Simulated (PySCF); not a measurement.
**Dipole response of V (vanadium, neutral)**

[Ar] 3d3 4s2, high-spin 4F determinant. Calculation: PySCF 2.14, in aug-cc-pV5Z (10s9p7d5f4g3h2i, 202 functions); no relativity, point nucleus. Coupled (time-dependent) response in atomic units; α is the mean over directions.

```tsv
method	mean α (bohr³)	C₆ (like pair)	S(−4)
UHF	133.5	1460	45500
```

S(−4) is the Cauchy moment in α(ω) = α(0) + S(−4) ω² + …

Reference α: 87 ± 10 bohr³ (recommended; Schwerdtfeger and Nagle, table of static dipole polarizabilities (2023 update)). Published C₆: 832.0 (Chu and Dalgarno (2004); Tang, Norbeck and Certain (1976)).

Hartree-Fock lies above the reference because it lacks correlation, which contracts the outer shell.

α(iu) at UHF:

```json
{"u (hartree)": "0", "α(iu) (bohr³)": "133.5"}
{"u (hartree)": "0.0500", "α(iu) (bohr³)": "101.7"}
{"u (hartree)": "0.100", "α(iu) (bohr³)": "72.91"}
{"u (hartree)": "0.200", "α(iu) (bohr³)": "36.79"}
{"u (hartree)": "0.300", "α(iu) (bohr³)": "21.44"}
{"u (hartree)": "0.500", "α(iu) (bohr³)": "10.33"}
{"u (hartree)": "0.750", "α(iu) (bohr³)": "5.862"}
{"u (hartree)": "1.00", "α(iu) (bohr³)": "3.985"}
{"u (hartree)": "1.50", "α(iu) (bohr³)": "2.331"}
{"u (hartree)": "2.00", "α(iu) (bohr³)": "1.575"}
{"u (hartree)": "3.00", "α(iu) (bohr³)": "0.8732"}
{"u (hartree)": "5.00", "α(iu) (bohr³)": "0.3885"}
```

A single London oscillator, α(iu) = α/(1 + u²/ω²), gives C₆ = (3/4) ω α². Matching the computed C₆ needs ω = 4 × 1460 / (3 × 133.5²) = 0.109 hartree.
